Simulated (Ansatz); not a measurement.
(AuH)n off (charge +1): PBE0-D4/def2-TZVP single points in Ansatz on relaxed structures, gas phase. Each cluster is the lowest isomer that a short search found in that spin, judged at the geometry's level, and lower ones may exist. Core potentials for Au, no spin–orbit coupling. HOMO and LUMO are taken over both spins. Singlets are spin-restricted. The spins of the ions were chosen, not always searched. The structures are stationary points that may keep the symmetry of their start.

| species | atoms | state | geometry | HOMO (eV) | LUMO (eV) | gap (eV) | vertical EA (eV) | lowest of the spins relaxed | point group (within 0.1 Å) |
| --- | --- | --- | --- | --- | --- | --- | --- | --- | --- |
| HAu2⁺ | 3 | singlet | PBE-D4/def2-TZVP | -14.12 | -9.17 | 4.96 | 7.29 | singlet, of singlet/triplet | – |
| H2Au2⁺ | 4 | doublet; reduced ion singlet | PBE-D4/def2-TZVP | -12.90 | -10.40 | 2.50 | 8.38 | doublet, of doublet/quartet | C2 |
| H2Au3⁺ | 5 | singlet | PBE-D4/def2-TZVP | -12.79 | -7.81 | 4.98 | 6.28 | singlet, of singlet/triplet/quintet | – |
| H3Au3⁺ | 6 | doublet; reduced ion singlet | PBE0-D4/def2-TZVP | -11.90 | -9.28 | 2.62 | 7.59 | doublet, of doublet/quartet | – |

The gap (eV) runs from 2.50 (H2Au2⁺) to 4.98 (H2Au3⁺). It alternates from one size to the next. The vertical EA (eV) runs from 6.28 (H2Au3⁺) to 8.38 (H2Au2⁺). It alternates from one size to the next.
